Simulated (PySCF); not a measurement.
Fe⁺: interval between two levels

Fe⁺ [Ar] 3d6 4s1 [6D9/2, M_J = 9/2] → Fe⁺ [Ar] 3d7 [4F9/2, M_J = 9/2], as a difference of total energies. Computed with PySCF 2.14 in x2c-TZVPall-2c with one added diffuse shell each of s, p, d type (7s8p5d1f, 63 functions), with the two-component X2C-1e Hamiltonian. Correlated levels: [Ne] frozen; the 6 highest virtual spinors dropped. "Screened" scales the spin-orbit matrix elements by Boettger's factors to mimic the two-electron term; Breit and QED terms are absent.

```json
{"method": "GHF (spin-free)", "interval between two levels (cm⁻¹)": "15946"}
{"method": "GMP2 (spin-free)", "interval between two levels (cm⁻¹)": "1524.7"}
{"method": "GHF (screened spin-orbit)", "interval between two levels (cm⁻¹)": "15828"}
{"method": "GMP2 (screened spin-orbit)", "interval between two levels (cm⁻¹)": "1366.2"}
```

Errors of the correlated levels include the incompleteness of this basis and the frozen core.

The labels give the starting determinants; with spin-orbit coupling the two ends relaxed to ⟨J²⟩ = 24.76, ⟨L²⟩ = 6.01, ⟨S²⟩ = 8.75 and ⟨J²⟩ = 24.76, ⟨L²⟩ = 12.00, ⟨S²⟩ = 3.77.

For comparison: 1872.6 cm⁻¹ (measured; NIST Handbook of Basic Atomic Spectroscopic Data (Sansonetti and Martin, J. Phys. Chem. Ref. Data 34, 1559 (2005))).
